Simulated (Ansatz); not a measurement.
Start from `[CH3][SnH2][SiH2]F` and change one atom or group to get `F[SiH2][SnH3]`.

Ansatz, PBE0-D4/def2-TZVP geometries, multiplicity 1. Each molecule was computed in one conformer, which needn't be the lowest.

Elements past krypton have def2 core potentials.

```csv
property,`[CH3][SnH2][SiH2]F`
HOMO energy (PBE0/def2-TZVPP) / eV,-7.75
HOMO–LUMO gap (B3LYP/def2-TZVPP) / eV,6.72
HOMO–LUMO gap (ωB97M-V/def2-TZVPP) / eV,10.76
size of the dipole moment (B3LYP/def2-TZVPP) / D,1.23
HOMO energy (B3LYP/def2-TZVPP) / eV,-7.55
size of the dipole moment (ωB97M-V/def2-TZVPP) / D,1.20
```

(1) What does the change do to each property? (Best estimate.)

Results:

(1) Ansatz gave: 
```
                                          property  `F[SiH2][SnH3]`  shift
                HOMO energy (PBE0/def2-TZVPP) / eV            -8.03  -0.28
             HOMO–LUMO gap (B3LYP/def2-TZVPP) / eV             6.91   0.19
           HOMO–LUMO gap (ωB97M-V/def2-TZVPP) / eV            11.00   0.24
  size of the dipole moment (B3LYP/def2-TZVPP) / D             1.12  -0.11
               HOMO energy (B3LYP/def2-TZVPP) / eV            -7.84  -0.29
size of the dipole moment (ωB97M-V/def2-TZVPP) / D             1.11  -0.09
```

With PBE0 the HOMO falls by 0.28 eV and the LUMO falls by 0.10 eV, so the gap widens by about 0.18 eV. PBE moves the HOMO by -0.28 eV and ωB97M-V by -0.28 eV. Dipoles are sizes alone; their direction can turn.

B3LYP here is the variant with VWN-RPA as its local correlation; programs differ in this.
